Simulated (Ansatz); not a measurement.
Isolated molecules relaxed with PBE0-D4/def2-TZVP in Ansatz; ΔE leaves out vibrations. CBS: MP2 limit from def2 TZ/QZ plus the TZ coupled-cluster correction, frozen cores. DFT in def2-TZVPP. B3LYP here is the variant with VWN-RPA as its local correlation; programs differ in this. Each species was taken in one conformer, which may not be the lowest.

`OB[Si](F)([SiH3])Cl` + `OB(F)[SiH3]` → `F[Si]([SiH3])([SiH3])Cl` + `OBB(O)F`  (redistribution)

Task: Is it downhill or uphill in electronic energy at CCSD(T)/CBS, and by how much? (An estimate is asked.)

Result: Ansatz gave: Downhill: ΔE = -4.1 kcal/mol.

Task: What do these levels give: PBE-D4, r2SCAN-D4, PBE0-D4, B3LYP-D4, PBE0, B3LYP, HF/def2-TZVPP, MP2/def2-TZVPP, MP2/def2-QZVPP, SCS-MP2/def2-QZVPP, HF/CBS(def2), CCSD/CBS(def2)? (An estimate is asked.)

Result: The calculation gave: PBE-D4 -3.5, r2SCAN-D4 -3.6, PBE0-D4 -3.9, B3LYP-D4 -3.7, PBE0 -3.6, B3LYP -3.3, HF/def2-TZVPP -3.6, MP2/def2-TZVPP -3.9, MP2/def2-QZVPP -4.1, SCS-MP2/def2-QZVPP -3.9, HF/CBS(def2) -3.7, CCSD/CBS(def2) -4.1 kcal/mol.

Largest T1 diagnostic among the species: 0.014.
